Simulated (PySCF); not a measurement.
All values are calculated (PySCF): GFN2-xTB structure, shieldings: GIAO PBE0/pcSseg-1. No relativistic terms, single conformer, fast rotation and ring inversion assumed for equivalent nuclei, gas phase.

Referencing at the same level of theory: TMS for 1H (31.72 ppm) and 13C (186.93 ppm). Acid and N–H amide carbonyl carbons lie up to 10 ppm further downfield in solution (hydrogen bonding). Shifts are as computed. Against solution values, carbons near 30 ppm lie about +3 ppm off and those near 130 ppm about +5 ppm. Of 1211 compounds with measured shifts, 218 miss one by over three times the rms of a fit or turn the order of signals round; such compounds aren't used in these exercises. OH and NH positions are gas-phase values without hydrogen bonding to other molecules.

Problem. Order these molecules by the shift of their most shielded carbon-bound hydrogen, lowest δ first.
A. CC#CC#CC(=O)NC
B. O=COc1ccc(=O)oc1
C. CC(=O)c1ccccn1
D. C=PC(C)(C)CC
E. CC(C)(C)c1cpcpc1

Solution. D (0.97 ppm, hydrogen on a methyl carbon), E (1.46 ppm, hydrogen on a methyl carbon), A (2.20 ppm, hydrogen on a propargylic methyl carbon), C (2.90 ppm, hydrogen on a methyl carbon α to a carbonyl), B (6.43 ppm, hydrogen on a unsaturated ring CH).

Problem. Order these molecules by the shift of their most deshielded carbon-bound hydrogen, lowest δ first.
A. CC(C)(C)c1cpcpc1
B. CC(=O)c1ccccn1
C. C=PC(C)(C)CC
D. O=COc1ccc(=O)oc1
E. CC#CC#CC(=O)NC

Solution. E (3.14 ppm, hydrogen on a methyl carbon bonded to N), C (8.26 ppm, hydrogen on a carbon double-bonded to a heavier main-group atom), B (8.98 ppm, hydrogen on an aromatic CH next to a ring nitrogen), D (9.54 ppm, hydrogen on a unsaturated ring CH), A (10.79 ppm, hydrogen on an aromatic CH).

Problem. How many 13C and 1H signals does each give (equivalence by symmetry and fast rotation, but not about amide C–N or C=N bonds)? `CC(C)(C)c1cpcpc1`, `O=COc1ccc(=O)oc1`, `CC(=O)c1ccccn1`, `C=PC(C)(C)CC`, `CC#CC#CC(=O)NC`

Solution. CC(C)(C)c1cpcpc1: 5 C, 3 H; O=COc1ccc(=O)oc1: 6 C, 4 H; CC(=O)c1ccccn1: 7 C, 5 H; C=PC(C)(C)CC: 5 C, 5 H; CC#CC#CC(=O)NC: 7 C, 3 H.
